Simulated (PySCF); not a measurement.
PySCF input:

```python
from pyscf import gto, scf, mp, cc as ccmod

mol = gto.M(
    atom='''
    B     0.09570284   -0.47095648   -0.23620676
    Cl    0.07876521    1.24842166    0.60065910
    C     1.34335321   -1.06619876   -0.62111002
    C    -1.38289822   -1.04324375   -0.40098632
    H     1.38108324   -2.04505862   -1.09969935
    H     2.31679418   -0.60607926   -0.47212000
    H    -1.89389622   -1.14847576    0.56439234
    H    -2.01452695   -0.38366540   -1.00938606
    H    -1.36970697   -2.02845168   -0.88077972
    ''',
    basis='cc-pvdz',
    charge=-1,
    spin=0,
    verbose=4,
)

mf = scf.RHF(mol)
mf.conv_tol = 1e-10
mf.max_cycle = 100
mf.kernel()
mp2 = mp.MP2(mf, frozen=8).run()
cc = ccmod.CCSD(mf, frozen=8)
cc.max_cycle = 100
cc.kernel()
et = cc.ccsd_t()
print(f'E(CCSD(T)) = {cc.e_tot + et:.9f}')
```

**Question.** Which total energy does the run end on?

**Answer.** -563.46051 Eh (CCSD(T)/cc-pVDZ).

It need not be the lowest isomer of its formula. Whether it binds its extra electron was not tested at this geometry.
